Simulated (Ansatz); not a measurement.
`FB(S)Cl` + H₂S → `FB(S)S` + HCl at 500 K and 1 bar (ligand exchange at a B–Cl bond).

Isolated molecules relaxed with PBE0-D4/def2-TZVP in Ansatz; ΔE leaves out vibrations. CCSD(T)/CBS adds triple-zeta CCSD(T) − MP2 to the extrapolated MP2 energy (def2 sets, frozen cores). This one scheme is used for every species. Each species was taken in one conformer, which may not be the lowest.

| species | CCSD(T)/CBS energy (Eh) | H − E (kJ/mol) | S (J/(mol·K)) |
| --- | --- | --- | --- |
| `FB(S)Cl` | -982.86970 | 77.1 | 338.8 |
| H₂S | -398.97279 | 57.0 | 224.0 |
| `FB(S)S` | -921.45384 | 103.3 | 349.3 |
| HCl | -460.38127 | 32.5 | 201.9 |

H − E and S are ideal-gas, rigid-rotor, harmonic terms from PBE0-D4/def2-TZVP, for one conformer and one mirror image of each species. 1 Eh = 2625.50 kJ/mol, R = 8.31446 J/(mol·K).

**Question.** By hand: ΔE, ΔH, ΔS and ΔG.

**Answer.** ΔE = (-921.45384) + (-460.38127) − (-982.86970) − (-398.97279) = 0.00738 Eh = 19.4 kJ/mol. Δ(H − E) = 103.3 + 32.5 − 77.1 − 57.0 = 1.7, so ΔH = 21.1 kJ/mol. ΔS = 349.3 + 201.9 − 338.8 − 224.0 = -11.6 J/(mol·K). ΔG = 21.1 − 500 × (-11.6)/1000 = 26.9 kJ/mol.

**Question.** By hand: the equilibrium constant, and the temperature at which ΔG would vanish if ΔH and ΔS stayed fixed.

**Answer.** log₁₀ K = −ΔG/(RT ln 10) = -2.8. ΔH and −TΔS have one sign here, so there is no such temperature.

The number of gas molecules stays the same, so ΔS is small and ΔH decides. A doubt of 5 kJ/mol in ΔE shifts log₁₀ K by 0.5 here. Other conformers and mirror images would add mixing entropy, several J/(mol·K) or more a flexible species. These are equilibria of isolated gas molecules and say nothing of rates. Largest T1 diagnostic: 0.013 (customary marks: 0.02 for closed shells, 0.045 for open ones).

ΔS is within the doubt of such terms, so its sign, and with it that verdict, could turn.
